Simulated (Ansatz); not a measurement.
Two structures of GaNH₃ClO, closed shell, reached by relaxing down either side of one saddle point (PBE0-D4/def2-TZVP). Energies are electronic, without zero-point energy. Computed with Ansatz 0.2.0 (basis: def2-TZVPP and def2-QZVPP); correlated methods freeze the cores. Filled d shells of the heavier atoms are correlated. The def2 sets are not built for correlating such inner shells, so the correlated values are less sure here. Extrapolation: Hartree–Fock as exp(−7.88 √X), correlation as X^−2.97. First:

```xyz
7
angstrom
Ga -0.2079 0.0087 0.3438
O -0.1218 -1.7185 0.7367
N 0.4523 0.6318 -1.2061
H 1.0577 0.0722 -1.7820
Cl -1.1961 1.3257 1.7093
H -0.5454 -1.9374 1.5694
H 0.5612 1.6174 -1.3711
```

Second:

Ga1  (-0.270, 0.812, 0.312)
O2  (0.278, -1.218, 0.517)
N3  (0.505, 0.664, -1.236)
H4  (0.627, -1.096, -0.400)
Cl5  (-1.332, 1.240, 2.090)
H6  (-0.386, -1.915, 0.506)
H7  (0.579, 1.513, -1.788)
(Å)

(1) Which bonds change from the first to the second?

(2) Give the saddle point's structure and its height above each. (To be estimated.)

No T1 diagnostic of these runs exceeds 0.018.

Results:

(1) GaNH₃ClO ([NH2][Ga]([OH])[Cl]) → GaNHCl ([NH][Ga][Cl]) + H₂O (still joined by a long Ga–O bond); bonds formed: O2–H4; bonds broken: N3–H4; bonds weakened to dative contacts: Ga1–O2.

(2) By the calculation: 59.35 kcal/mol above the first and 4.04 kcal/mol above the second (CCSD(T) at an estimated basis limit (MP2 extrapolated from triple and quadruple zeta, plus CCSD(T) − MP2 in triple zeta)).
```xyz
7
angstrom
Ga -0.3112 0.7261 0.4318
O 0.3054 -1.1953 0.4723
N 0.4133 0.5371 -1.1492
H 0.5909 -0.7686 -0.5236
Cl -1.3596 1.3391 2.1506
H -0.3220 -1.9190 0.3936
H 0.6832 1.2807 -1.7755
```

Labels in which every atom is bracketed show which atoms are joined, not bond orders.

For scale, one of the runs: CCSD(T)/def2-TZVPP, 194 basis functions, launched by `ansatz run in.yaml --threads 4 --pin off --events-out ev --progress --plain --max-ram 9574MiB`. Time: 100 s of wall clock on 4 CPU threads of an Intel Xeon; the host was shared. Peak host memory: 2.2 GiB.
